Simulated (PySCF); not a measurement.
# Correlation energy of Ru²⁺ (ruthenium, charge +2)

[Kr] 4d5 5p1, high-spin 7P determinant (an excited configuration). All numbers are calculated (PySCF 2.14, the spin-free X2C one-electron Hamiltonian (Gaussian nucleus), in ANO-RCC-VTZP (7s6p4d2f1g, 68 functions)). Frozen: [Kr]; 6 electrons correlated.

MP2 pair energies summed by pair of shells (mhartree):

```csv
pair,energy,share (%)
4d-4d,-60.11,79.4
4d-5p,-15.61,20.6
```

Total MP2 correlation energy: -75.72 mhartree.

Same-spin part -75.72 and opposite-spin part 0.00 mhartree; SCS-MP2 scales them by 1/3 and 6/5 to -25.24 mhartree.
